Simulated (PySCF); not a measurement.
Isomers of C6H7FO2Si, mass 158.020 u with the commonest isotopes. Method: PBE0/pcSseg-1 in PySCF (dipole) on a GFN2-xTB geometry, gas phase. One conformer each, none proved a minimum here; rigid rotors.

Problem. Order these by rotational constant A, largest first.
A. `[CH:1]#[C:2][C:3]1=[C:4]([F:5])[SiH2:6][O:7][C@@H:8]1[O:9][CH3:10]` with O7–C8–O9–C10 66°
B. `[CH3:1][C:2]#[C:3][C:4]1=[C:5]([O:6][SiH2:7][OH:8])[C@H:9]1[F:10]` with C4–C5–O6–Si7 167°, C5–O6–Si7–O8 177°, O6–Si7–O8–H 22°
C. `[O:1]=[C:2]([OH:3])[C:4]#[C:5][CH2:6][Si@@H:7]1[CH2:8][C@@H:9]1[F:10]` with O1–C2–O3–H 0°, C5–C6–Si7–C8 -99°

Solution. C (3283 MHz), B (2142 MHz), A (1318 MHz).

Problem. Order these by out-of-plane moment Σ m c² = (Ia + Ib − Ic)/2, largest first.
A. `[O:1]=[C:2]([OH:3])[C:4]#[C:5][CH2:6][Si@@H:7]1[CH2:8][C@@H:9]1[F:10]` with O1–C2–O3–H 0°, C5–C6–Si7–C8 -99°
B. `[CH3:1][C:2]#[C:3][C:4]1=[C:5]([O:6][SiH2:7][OH:8])[C@H:9]1[F:10]` with C4–C5–O6–Si7 167°, C5–O6–Si7–O8 177°, O6–Si7–O8–H 22°
C. `[CH:1]#[C:2][C:3]1=[C:4]([F:5])[SiH2:6][O:7][C@@H:8]1[O:9][CH3:10]` with O7–C8–O9–C10 66°

Solution. A (73.66 u·Å²), C (25.59 u·Å²), B (17.15 u·Å²).

Problem. Order these by rotational constant B, smallest first.
A. `[CH:1]#[C:2][C:3]1=[C:4]([F:5])[SiH2:6][O:7][C@@H:8]1[O:9][CH3:10]` with O7–C8–O9–C10 66°
B. `[CH3:1][C:2]#[C:3][C:4]1=[C:5]([O:6][SiH2:7][OH:8])[C@H:9]1[F:10]` with C4–C5–O6–Si7 167°, C5–O6–Si7–O8 177°, O6–Si7–O8–H 22°
C. `[O:1]=[C:2]([OH:3])[C:4]#[C:5][CH2:6][Si@@H:7]1[CH2:8][C@@H:9]1[F:10]` with O1–C2–O3–H 0°, C5–C6–Si7–C8 -99°

Solution. C (363.7 MHz), B (451.2 MHz), A (1163 MHz).

```tsv
SMILES	point group	Ia (u·Å²)	Ib (u·Å²)	Ic (u·Å²)	κ	μa (D)	μb (D)	μc (D)
CC#CC1=C(O[SiH2]O)[C@H]1F	C1	235.95	1120.10	1321.75	-0.92	0.99	2.14	0.39
C#CC1=C(F)[SiH2]O[C@@H]1OC	C1	383.33	434.70	766.85	0.53	1.27	0.39	0.60
O=C(O)C#CC[Si@@H]1C[C@@H]1F	C1	153.93	1389.38	1395.99	-1.00	1.22	0.92	0.53
```
